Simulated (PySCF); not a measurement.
Electron correlation in Ir²⁺ (iridium, charge +2)

[Xe] 4f14 5d7, high-spin 4F determinant. Computed with PySCF 2.14 in ANO-RCC-VTZP, with the spin-free X2C one-electron Hamiltonian (Gaussian nucleus). Frozen: [Kr] 4d10 4f14; 15 electrons correlated.

```tsv
level	correlation energy (mhartree)
CCSD	-373.54
(T)	-8.73
CCSD(T)	-382.27
```

Diagnostics: T1 = 0.0049, D1 = 0.0101, largest double amplitude 0.039.

Spin-orbit coupling, absent here, splits the open shell strongly.

Cost of the coupled-cluster step: about 15 core-seconds, for 15 correlated electrons.

Iterations:

```
CC2 = 0
CCSD nocc = (np.int64(9), np.int64(6)), nmo = (54, 54)
frozen orbitals [[0, 1, 2, 3, 4, 5, 6, 7, 8, 9, 10, 11, 12, 13, 14, 15, 16, 17, 18, 19, 20, 21, 22, 24, 25, 26, 27, 28, 29, 30], [0, 1, 2, 3, 4, 5, 6, 7, 8, 9, 10, 11, 12, 13, 14, 15, 16, 17, 18, 19, 20, 21, 22, 24, 25, 26, 27, 28, 29, 30]]
max_cycle = 100
direct = 0
conv_tol = 1e-08
conv_tol_normt = 1e-06
diis_space = 8
diis_start_cycle = 0
Init t2, MP2 energy = -0.367329691102208
Init E_corr(UCCSD) = -0.36732969110297
cycle = 1  E_corr(UCCSD) = -0.367864163415428  dE = -0.000534472312  norm(t1,t2) = 0.0378954
cycle = 2  E_corr(UCCSD) = -0.372330876082109  dE = -0.00446671267  norm(t1,t2) = 0.0135161
cycle = 3  E_corr(UCCSD) = -0.373098834562978  dE = -0.000767958481  norm(t1,t2) = 0.00838283
cycle = 4  E_corr(UCCSD) = -0.373631687223282  dE = -0.00053285266  norm(t1,t2) = 0.00449783
cycle = 5  E_corr(UCCSD) = -0.373511544270084  dE = 0.000120142953  norm(t1,t2) = 0.00179868
cycle = 6  E_corr(UCCSD) = -0.373530374578817  dE = -1.88303087e-05  norm(t1,t2) = 0.000420937
cycle = 7  E_corr(UCCSD) = -0.373546067059582  dE = -1.56924808e-05  norm(t1,t2) = 9.50452e-05
cycle = 8  E_corr(UCCSD) = -0.373541652924292  dE = 4.41413529e-06  norm(t1,t2) = 2.25483e-05
cycle = 9  E_corr(UCCSD) = -0.373541752177977  dE = -9.92536849e-08  norm(t1,t2) = 3.3187e-06
cycle = 10  E_corr(UCCSD) = -0.373541861541055  dE = -1.09363079e-07  norm(t1,t2) = 7.52873e-07
cycle = 11  E_corr(UCCSD) = -0.373541844973894  dE = 1.65671609e-08  norm(t1,t2) = 2.13831e-07
cycle = 12  E_corr(UCCSD) = -0.373541845399284  dE = -4.25389557e-10  norm(t1,t2) = 6.74304e-08
UCCSD converged
E(UCCSD) = -17822.83512277955  E_corr = -0.373541845399284
UCCSD(T) correction = -0.00872956254027025
```
